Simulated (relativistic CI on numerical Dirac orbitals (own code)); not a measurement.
## What each ingredient does to the levels of Hg XVII

Base calculation: Dirac-Coulomb-Breit CI, orbitals from a KLI potential per configuration, model QED (radiative potential, 1s self-energy scaled to tabulated hydrogen-like ionisation energies), unscaled Slater integrals.

Configuration list (outside the closed core [Kr] 4d10): 4f14 5s2 5p2, 4f14 5s 5p3, 4f14 5s2 5p 5d, 4f13 5s2 5p3, 4f14 5s 5p2 5d, 4f14 5s2 5p 5f, 4f14 5s2 5p 5g, 4f14 5s 5p2 5f, 4f14 5s2 5p 6s, 4f13 5s2 5p2 5d, 4f14 5p4, 4f13 5p5, 4f14 5s2 5d2, 4f14 5s 5d3, 4f14 5s2 5f2, 4f14 5s 5d 5f2. Double excitations out of closed p, d and f shells are left out; levels of such configurations are missing from the list, as are those of other unlisted configurations, and high levels can miss mixing partners. Some configurations lack a partner that the ground configuration has and come out too high, among them 4f13 5s2 5p2 5d, 4f14 5s 5p2 5f.

Variants: (1) Breit term removed; (2) one mean potential for all configurations. Shifts of the energy above 4f14 5s2 5p2 3P_0, in cm⁻¹, for the lowest level and the first level of each name with at least 55 % of one term (blank where a level changes its place among those of its configuration and J or its character, or is not in the variant):

```
               Level    Base   Δ(1)    Δ(2)
   4f14 5s2 5p2 3P_0       0      0       0
   4f14 5s2 5p2 3P_1  174803  +2206    -128
   4f14 5s2 5p2 1D_2  190968  +2241    -104
   4f14 5s2 5p2 3P_2  378432  +4409    -239
   4f14 5s2 5p2 1S_0  414822  +4370    -274
   4f13 5s2 5p3 3D_1  592092  -2576  +17905
   4f14 5s 5p3 3D°_3  702934  +2915    -117
4f14 5s2 5p 5d 3F°_2  708201  +3260    -264
   4f14 5s 5p3 3P°_0  738614  +2698     -91
   4f13 5s2 5p3 3H_6  771030  -1437  +19044
   4f13 5s2 5p3 1P_1  772593  -1763  +19069
   4f13 5s2 5p3 5F_1  777420   -277  +20158
4f14 5s2 5p 5d 3F°_3  790338  +4041    -196
   4f13 5s2 5p3 3P_1  810271   -358  +20034
```

At this charge transitions that keep the count of f electrons are usually good to a few per cent. Levels that differ in their count of f electrons can be misplaced by several ten thousand cm⁻¹, since the correlation energy of f electrons is missing or only estimated; rates across such gaps can be off by orders of magnitude.

Ionisation energy from one configuration of each of the two ions, the ground ones as tabulated or assumed: base 392.99 eV; Breit term removed 393.582 eV. The NIST ASD value (theoretical) is 402 ± 20 eV.

LS names give the leading component of a level, which can be under half, so a name can repeat, a term be missing and a line seem to break the LS rules.
